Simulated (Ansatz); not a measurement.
```yaml
crystal:
  periodic: [false, false, false]
  atoms:
    - {symbol: C, position_ang: [-0.651476, 1.240322, 1.867649]}
    - {symbol: In, position_ang: [1.007111, 0.190345, 0.939449]}
    - {symbol: C, position_ang: [0.952157, -1.974796, 0.784356]}
    - {symbol: N, position_ang: [0.398764, 0.680390, -1.408517]}
    - {symbol: Si, position_ang: [-1.170285, 0.048398, -1.907994]}
    - {symbol: H, position_ang: [-0.782412, 2.235494, 1.435642]}
    - {symbol: H, position_ang: [-1.587369, 0.688755, 1.759287]}
    - {symbol: H, position_ang: [-0.460554, 1.370499, 2.935646]}
    - {symbol: H, position_ang: [2.545905, 1.004900, 0.799717]}
    - {symbol: H, position_ang: [1.489820, -2.322602, -0.101095]}
    - {symbol: H, position_ang: [1.433683, -2.423996, 1.656327]}
    - {symbol: H, position_ang: [-0.072471, -2.348699, 0.737659]}
    - {symbol: H, position_ang: [0.474150, 1.690826, -1.446486]}
    - {symbol: H, position_ang: [1.185827, 0.299959, -1.922220]}
    - {symbol: H, position_ang: [-1.482574, 0.379634, -3.324041]}
    - {symbol: H, position_ang: [-2.183970, 0.661158, -1.021373]}
    - {symbol: H, position_ang: [-1.115305, -1.420986, -1.743906]}
basis:
  gaussian: {orbitals: def2-TZVPD, fitting: {mean_field: cc-pVTZ-jkfit}, point_charges: [{charge: 2.00, position_ang: [5.277, -0.481, -0.430]}]}
total_charge: -1
magnetization: {spin_polarized: false, initial_magnetization: 1}
hamiltonian: {xc: {name: LC-wPBE}}
scf: {lower_state_search: off}
```

```sh
$ ansatz run in.yaml --threads 4 --pin off --events-out ev --progress --plain --max-ram 11315MiB
```

(1) How does Ansatz answer? (Best estimate.)

Results:

(1) The calculation gave: The input was rejected before any iteration.
```
Functional definition: LC-wPBE
Error: <dir> the basis set cc-pVTZ-JKFIT has no functions for In
```
